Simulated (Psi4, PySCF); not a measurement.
C$_{3}$H$_{9}$B (SMILES CB(C)C), singlet, at a GFN2-xTB geometry. Base run: PySCF with HF/6-31G, TDA.

The PySCF input:
```python
from pyscf import gto, scf, tdscf

mol = gto.Mole()
mol.atom = '''
    B     0.00001517    0.00050308    0.00048316
    C     1.52145198   -0.15595171   -0.38662365
    H     1.82904575   -1.20046126   -0.35477740
    H     2.14712074    0.35585342    0.34461635
    H     1.77781297    0.23683704   -1.36760436
    C    -0.53768186   -0.61346809    1.35067597
    H    -1.29708025   -1.36739587    1.14374049
    H    -1.03532575    0.14511474    1.95369077
    H     0.22672231   -1.07958905    1.96769006
    C    -0.98375540    0.76961365   -0.96382124
    H    -2.00235795    0.85335196   -0.59275671
    H    -1.02634600    0.27579993   -1.93437105
    H    -0.61975612    1.77681058   -1.16403056
'''
mol.basis = '6-31g'
mol.verbose = 4
mol.build()

mf = scf.RHF(mol)
mf.kernel()
td = mf.TDA()
td.nstates = 5
td.kernel()
td.analyze()
```

Programs used: Psi4, PySCF; a row that names a program was run with it.

Variants of this job, named by their change:

| change | first excitation (eV) | oscillator strength of the first | second (eV) |
|---|---|---|---|
| base | 7.62 | 0.000 | 7.62 |
| functional = pbe0 | 6.56 | 0.000 | 6.56 |
| conv_tol = 1e-3 | 7.62 | 0.000 | 7.62 |
| functional = blyp | 6.18 | 0.000 | 6.18 |
| functional = lc_wpbe | 6.75 | 0.000 | 6.76 |
| states = triplets | 6.96 | - | 6.96 |
| functional = pbe | 6.16 | 0.000 | 6.16 |
| code = psi4 | 7.62 | 0.000 | 7.62 |
| functional = m062x | 6.40 | 0.000 | 6.40 |
| functional = b3lyp | 6.50 | 0.000 | 6.50 |
| functional = camb3lyp | 6.64 | 0.000 | 6.64 |

An iterative solver can miss low states, so a row lists the states that it found.
